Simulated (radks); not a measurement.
Pt4+, 74 electrons, occupied as [Xe] 4f14 5d6. Method: Dirac Kohn-Sham, PBE, spin-unpolarised, spherical densities, finite nucleus; open shells are shared between the two j in proportion to 2j + 1; Fermi nuclear charge, rms radius 5.427 fm; computed with a radial shooting solver on a logarithmic mesh with Libxc functionals.

Unscreened Slater integrals over Kohn-Sham orbitals (cm^-1). Large and small components are both included.

integral          value
F0(5d5/2,5d5/2)  136810
F2(5d5/2,5d5/2)   72191
F4(5d5/2,5d5/2)   48248
F0(5d5/2,5d3/2)  138630
F2(5d5/2,5d3/2)   73080
G2(5d5/2,5d3/2)   72991
G4(5d5/2,5d3/2)   48793
F0(5d5/2,5p3/2)  152810
F2(5d5/2,5p3/2)   77509
G1(5d5/2,5p3/2)   94519
G3(5d5/2,5p3/2)   58814
F0(5d5/2,5p1/2)  156900
G3(5d5/2,5p1/2)   54206
F0(5d3/2,5d3/2)  140530
F2(5d3/2,5d3/2)   74114
F0(5d3/2,5p3/2)  155520
F2(5d3/2,5p3/2)   79745
G1(5d3/2,5p3/2)   98617
G3(5d3/2,5p3/2)   61361
F0(5d3/2,5p1/2)  159900
G1(5d3/2,5p1/2)   92008
F0(5p3/2,5p3/2)  177610
F2(5p3/2,5p3/2)   96027
F0(5p3/2,5p1/2)  184770
G2(5p3/2,5p1/2)   97394
F0(5p1/2,5p1/2)  193270
